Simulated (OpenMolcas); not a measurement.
Ni4+ among 8 point charges of -1.6 e arranged as a cube (Oh), 1.77 Å from the ion.
```
   1.0219    1.0219    1.0219  -1.60
   1.0219    1.0219   -1.0219  -1.60
   1.0219   -1.0219    1.0219  -1.60
   1.0219   -1.0219   -1.0219  -1.60
  -1.0219    1.0219    1.0219  -1.60
  -1.0219    1.0219   -1.0219  -1.60
  -1.0219   -1.0219    1.0219  -1.60
  -1.0219   -1.0219   -1.0219  -1.60
```

```json
{
 "Program": "OpenMolcas",
 "Method": "CASSCF",
 "Basis": "ANO-RCC-VDZP [5s4p2d1f]",
 "Scalar Hamiltonian": "DKH2, point nucleus",
 "Active space": "6 electrons in 5 orbitals (3d)",
 "State averaging": "2S+1 = 5 even, 5 roots; 2S+1 = 3 even, 45 roots; 2S+1 = 1 even, 50 roots",
 "Spin-orbit coupling": "RASSI with atomic mean-field integrals over the reference wave functions"
}
```

What is the spin-free ground state (labels of O, the rotations of Oh)?

5E, 2-fold in its orbital part, 100 % from free-ion D terms; it has the highest spin that d6 allows.

Where is the first state of the same spin?

5T2 at 3020 cm-1 above the ground state.

What are the lowest two levels with spin-orbit coupling?

A 1-fold level A1, then a 3-fold level T1 61.4 cm-1 above it. Their leading multiplicities are 5 (100 %) and 5 (100 %).

What is χT at 300 K, and how does it compare with the textbook value?

The lowest level has 2S+1 = 5, for which the spin-only value is χT = S(S+1) / 2 = 3.000 cm3 K/mol (g = 2). The computed 4.042 at 300 K differs by +1.042, through orbital momentum, spin-orbit coupling and any other state in reach.

An orbital doublet at a regular site is open to a Jahn-Teller distortion, which this geometry leaves out. Without dynamic correlation the repulsion within the d shell is too large (B by tens of per cent), so at a given field states of lower spin stand too high. Point charges give a weaker field than real ligands, and real ions of this kind are often low spin; the high spin found here belongs to the model. The ground term spreads over less than 5000 cm-1, several times less than with real ligands, so orbital moments are less quenched and χT lies further from the spin-only value than at real sites. Point charges carry no covalency, so the field is a model and not that of real ligands. No measured value stands beside these numbers.
